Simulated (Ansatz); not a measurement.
CuPd₂⁺: single points at one geometry.

```yaml
crystal:
  periodic: [false, false, false]
  atoms:
    - {symbol: Pd, position_ang: [-1.094154, -0.803946, 0.476422]}
    - {symbol: Pd, position_ang: [-0.205464, 1.275341, -0.633834]}
    - {symbol: Cu, position_ang: [1.299617, -0.471395, 0.157412]}
basis:
  gaussian: {orbitals: def2-TZVP}
total_charge: 1
hamiltonian: {xc: pbe0, dispersion: d4}
output: {orbitals: {seedname: orbitals}}
```

The file start.molden holds the orbitals of an earlier run on this structure, at another level or in another basis.

```sh
$ ansatz run in.yaml --threads 2 --pin off --events-out ev --progress --plain --max-ram 4352MiB
```

Shortened log:

```
Functional definition: PBE0
1352 factors; their error is unknown
mean field evaluation 1: about -51561.6236 eV, gradient 1.5e2 eV
mean field evaluation 2: about -50720.8476 eV, gradient 6.8e2 eV
mean field evaluation 4: about -51584.7910 eV, gradient 2.8e1 eV
mean field evaluation 8: about -51586.4802 eV, gradient 1.7e0 eV
mean field evaluation 16: about -51586.6329 eV, gradient 2.9e-2 eV
mean field evaluation 32: about -51586.0585 eV, gradient 1.4e1 eV
mean field -51586.79830456 eV, -1895.7798709050 hartree, gradient 1.4e-5 eV, S^2 0.000000; 5 other end points of the search recorded, 0 dependent functions left out
reference -51586.79834337 eV, -1895.7798723309 hartree; 32, 32 occupied and 93, 93 virtual orbitals, 1352 factors
Total energy: -51586.88537035 eV, -1895.7830705135 hartree
```

It took 12 s on 2 threads of Arm Neoverse V1 on a shared host.

As the first input, with `gaussian: {orbitals: def2-TZVP, initial_orbitals: start.molden}`, `hamiltonian: {xc: r2scan, dispersion: d4}`, `scf: {omitted_lower_state_checks: [starts]}` (abridged; 8.5 s):

```
Functional definition: r2SCAN
mean field evaluation 16: about -51596.3133 eV, gradient 1.8e-4 eV
mean field -51596.31327950 eV, -1896.1295397844 hartree, gradient 4.5e-6 eV, S^2 0.000000
Total energy: -51596.33087975 eV, -1896.1301865816 hartree
Checks for a lower state left out: starts
```

The first input with `gaussian: {orbitals: def2-TZVP, initial_orbitals: start.molden}`, `hamiltonian: {xc: pbe, dispersion: d4}`, `scf: {omitted_lower_state_checks: [starts]}` (abridged; 7.5 s):

```
Functional definition: PBE
mean field evaluation 16: about -51589.1856 eV, gradient 2.2e-4 eV
mean field -51589.18557412 eV, -1895.8676014429 hartree, gradient 2.5e-6 eV, S^2 0.000000
Total energy: -51589.28885496 eV, -1895.8713969437 hartree
Checks for a lower state left out: starts
```

Geometry: PBE-D4/def2-TZVP, that of the neutral doublet.

In the def2 sets Pd takes a core potential; there is no spin–orbit coupling. A triplet lies near this restricted singlet, and broken spin symmetry wasn't tried. At r2SCAN-D4/def2-TZVP, PBE-D4/def2-TZVP an occupied level lies above an empty one. At PBE0-D4/def2-TZVP a triplet of charge 1 lies 0.88 eV below the restricted singlet at the same geometry. The structure comes from a short search, and lower isomers may exist.
